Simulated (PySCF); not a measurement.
Run record: geometry optimisation, WN(OH)3 (`[N]#[W]([OH])([OH])[OH]`).

Computed with PBE0-D3(BJ)/def2-SVP geometry optimisation, gas phase, def2 core potentials past Kr (PySCF 2.14.0). Start geometry: GFN2-xTB. A driver script takes a list of jobs; this job's settings line and coordinates (Å) are shown.

Input:
```
{"job": {"xc": "PBE0", "basis": "def2-SVP", "d3": "d3bj", "grid": 1, "maxiter": 30, "shake": 0.03, "kind": "geom"}, "charge": 0, "multiplicity": 1}
W      0.074110    -0.075760    -0.055900
N      0.009870     0.016250     1.662340
O      1.754740     0.420670    -0.582560
H      2.722270     0.639370    -0.067010
O     -1.293500     1.315290    -0.565420
H     -1.878230     1.929570    -0.021800
O     -0.507700    -1.794170    -0.489660
H     -0.743330    -2.536890     0.036300
```

Output:
```
step   0  E = -348.89440211  max force = 0.115219
step   1  E = -348.92725443  max force = 0.051608
step   2  E = -348.92992036  max force = 0.027850
step   3  E = -348.93154963  max force = 0.012016
step   4  E = -348.93199621  max force = 0.004592
step   5  E = -348.93216785  max force = 0.001835
step   6  E = -348.93222141  max force = 0.000619
step   7  E = -348.93222633  max force = 0.000406
optimisation converged
```

Energies in Eh; «max force» is the largest Cartesian gradient component in Eh/bohr.

Problem. How much energy does the optimisation release, in kJ/mol?

Solution. E(step 0) − E(last step) = 0.037824 Eh, which is 99.3 kJ/mol.

Problem. Give the first gradient maximum in eV/Å.

Solution. With 1 Eh/bohr = 51.422 eV/Å, 5.925 eV/Å.

Main results: final energy -348.93223 Eh after 7 steps; dipole 0.15 D.

Problem. How long does this job take on one thread, Intel Xeon Platinum 8559C (x86_64), shared host? And the peak memory of the process?

Solution. About 49 s, with 0.41 GiB resident at the peak, the Python interpreter and its libraries included.
Labels such as C1 count atoms from 1, the log's own numbers from 0.
